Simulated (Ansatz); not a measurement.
A run for Ansatz (a program for electronic structure): U-CCSD(T)/def2-TZVPP on AlBrH2 (SMILES [AlH2][Br]), a point of a bond scan (R = 6.121 Å). The run froze 19 orbitals, filled d shells among them.

Ansatz 0.2 input:
```yaml
crystal:
  periodic: [false, false, false]
  atoms:
    - {symbol: Al, position_ang: [-0.83541046, -1.29867282, 0.20638148]}
    - {symbol: H, position_ang: [-0.32444596, -2.32948796, 1.27376836]}
    - {symbol: H, position_ang: [-2.12574011, -1.47940621, -0.66846947]}
    - {symbol: Br, position_ang: [2.44700948, 3.80395609, -0.60451414]}
basis:
  gaussian:
    orbitals: def2-TZVPP
correlation: {method: ccsd_t, electrons: outside_noble_gas}
scf: {omitted_lower_state_checks: [cluster_reference]}
magnetization: {spin_polarized: true, initial_magnetization: 0}
```

The log:

```
WARN ansatz: RAYON_NUM_THREADS=1 ignored (pool sized by the plan → 1); use --threads N
Functional definition: HF
these checks for a lower state are left out or cut short: cluster_reference
integrals: 0.27 GiB planned
724 factors; integrals over basis functions are off by at most 1.1e-3 eV
mean field: 0.39 GiB planned
mean field evaluation 1: about -76607.5112 eV, gradient 1.4e1 eV
mean field evaluation 2: about -76607.5096 eV, gradient 1.4e1 eV
mean field evaluation 4: about -76608.6669 eV, gradient 8.2e0 eV
mean field evaluation 8: about -76609.2886 eV, gradient 6.3e-1 eV
mean field evaluation 16: about -76609.3702 eV, gradient 2.5e-2 eV
mean field evaluation 32: about -76611.7732 eV, gradient 7.3e-2 eV
mean field evaluation 64: about -76611.7732 eV, gradient 9.3e-6 eV
mean field evaluation 96: about -76611.7660 eV, gradient 6.2e-2 eV
mean field evaluation 128: about -76611.7732 eV, gradient 5.2e-3 eV
mean field evaluation 160: about -76611.7732 eV, gradient 2.5e-2 eV
mean field evaluation 192: about -76611.7659 eV, gradient 6.7e-4 eV
mean field evaluation 224: about -76594.4015 eV, gradient 3.0e1 eV
mean field evaluation 256: about -76610.3894 eV, gradient 1.0e1 eV
mean field -76611.77323472 eV, -2815.4307370508 hartree, gradient 9.2e-10 eV, S^2 1.011687; 17 other end points of the search recorded, 0 dependent functions left out
19 core orbitals not correlated
reference -76611.77323472 eV, -2815.4307370508 hartree; 6, 6 occupied and 93, 93 virtual orbitals, 724 factors
second order -5.50048773 eV of doubles, -0.00000000 eV of singles
coupled cluster: 0.51 GiB planned
cycle   1  -6.26365413 eV  change   -7.6e-1 eV  update   6.2e-2
cycle   2  -6.53266632 eV  change   -2.7e-1 eV  update   2.3e-2
cycle   3  -6.54385906 eV  change   -1.1e-2 eV  update   7.1e-3
cycle   4  -6.54355175 eV  change    3.1e-4 eV  update   2.5e-3
cycle   5  -6.54342332 eV  change    1.3e-4 eV  update   1.4e-3
cycle   6  -6.54342475 eV  change   -1.4e-6 eV  update   5.8e-4
cycle   7  -6.54356700 eV  change   -1.4e-4 eV  update   3.5e-4
cycle   8  -6.54358516 eV  change   -1.8e-5 eV  update   2.1e-4
cycle   9  -6.54355172 eV  change    3.3e-5 eV  update   1.1e-4
cycle  10  -6.54356822 eV  change   -1.6e-5 eV  update   4.8e-5
cycle  11  -6.54357151 eV  change   -3.3e-6 eV  update   2.2e-5
cycle  12  -6.54357210 eV  change   -5.9e-7 eV  update   1.7e-5
cycle  13  -6.54356737 eV  change    4.7e-6 eV  update   1.3e-5
coupled cluster: 0.51 GiB planned
perturbative correction -0.16470784 eV, -0.0060529016 hartree
Total energy: -76618.48150993 eV, -2815.6772616179 hartree
Checks for a lower state left out: cluster_reference
```

Self-consistency was reached. Its determinant has ⟨S²⟩ = 1.01, a mixture of spin states.

Cost: very roughly 30 core-seconds.
